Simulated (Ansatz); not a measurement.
Job for Ansatz (a program for electronic structure): R-SVWN5/def2-TZVPPD on H3NSe (SMILES N[SeH]). Files ending in .json are basis or fitting sets from the Basis Set Exchange.

Ansatz 0.2 input:
```yaml
crystal:
  periodic: [false, false, false]
  atoms:
    - {symbol: N, position_ang: [-1.00135577, 0.59995557, 0.75958244]}
    - {symbol: Se, position_ang: [-0.20056191, -0.94693467, 0.04936699]}
    - {symbol: H, position_ang: [-0.82625228, 1.39768240, 0.15966990]}
    - {symbol: H, position_ang: [-2.00116174, 0.46821383, 0.85935833]}
    - {symbol: H, position_ang: [-0.92866737, -0.99732372, -1.24002666]}
basis:
  gaussian:
    orbitals: def2-TZVPPD.json
hamiltonian:
  xc: {name: SVWN5}
scf: {lower_state_search: off}
```

The log:

```
WARN ansatz: RAYON_NUM_THREADS=1 ignored (pool sized by the plan → 1); use --threads N
Functional definition: SVWN5
these checks for a lower state are left out or cut short: stability, starts, cluster_reference, orbital_swaps, neighbouring_geometries, increment
integrals: 0.05 GiB planned
779 factors; their error is unknown
mean field: 0.43 GiB planned
mean field evaluation 1: about -66774.6847 eV, gradient 6.8e1 eV
mean field evaluation 2: about -66701.0653 eV, gradient 1.5e2 eV
mean field evaluation 4: about -66782.9906 eV, gradient 1.1e1 eV
mean field evaluation 8: about -66783.3221 eV, gradient 6.0e-2 eV
mean field evaluation 16: about -66783.3065 eV, gradient 1.3e-5 eV
mean field -66783.30649528 eV, -2454.2412463507 hartree, gradient 4.0e-6 eV, S^2 0.000000; 0 other end points of the search recorded, 0 dependent functions left out
reference -66783.30654211 eV, -2454.2412480715 hartree; 22, 22 occupied and 123, 123 virtual orbitals, 779 factors
Total energy: -66783.30654211 eV, -2454.2412480715 hartree
Checks for a lower state left out: stability, starts, cluster_reference, orbital_swaps, neighbouring_geometries, increment
```

The calculation finished and met its thresholds.

Cost: around 0.7 core-seconds (rough).
